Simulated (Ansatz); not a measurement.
The cluster Mg₃Se₄⁻. Total charge -1; doublet. Geometry PBE-D4/def2-SVPD; atoms count from 1.

```xyz
7

Mg    0.3428    1.5622    0.5683
Mg    0.6743   -1.4744    0.5015
Mg   -1.3627   -0.1171   -1.4482
Se   -1.3492    2.3108   -1.1445
Se   -0.8273   -2.4963   -1.2474
Se    2.5347    0.2714    0.2465
Se   -0.0126   -0.0566    2.5238
```

Another isomer (doublet) lies 0.10 eV lower at PBE-D4/def2-SVP; other spin states weren't run for this one.

(1) Estimate the Mulliken populations from the PBE0/def2-SVP orbitals of Ansatz.

(2) Where does the spin sit?

(3) And the Mayer bond orders between bonded heavy atoms (over 0.3)?

Results:

(1) 
| atom | charge (e) | spin (α − β) |
| --- | --- | --- |
| Mg1 | 0.28 | -0.07 |
| Mg2 | 0.28 | -0.07 |
| Mg3 | 0.31 | 0.00 |
| Se4 | -0.54 | 0.00 |
| Se5 | -0.54 | 0.00 |
| Se6 | -0.41 | 0.57 |
| Se7 | -0.40 | 0.57 |
Mulliken values and Mayer orders depend strongly on the basis.

(2) Summed by element: Mg -0.14, Se 1.14, of 1 unpaired in all. Largest on single atoms: Se7 0.57, Se6 0.57, Mg2 -0.07.

(3) Mg1–Se4 0.94 (2.52 Å); Mg1–Se6 0.80 (2.56 Å); Mg1–Se7 0.80 (2.56 Å); Mg2–Se5 0.94 (2.52 Å); Mg2–Se6 0.80 (2.56 Å); Mg2–Se7 0.80 (2.56 Å); Mg3–Se4 1.14 (2.45 Å); Mg3–Se5 1.14 (2.45 Å). Values over 0.3 also appear between atoms too far apart for a bond (Se6–Se7 0.32 at 3.43 Å); they arise where an orbital or an unpaired electron spreads over both atoms.
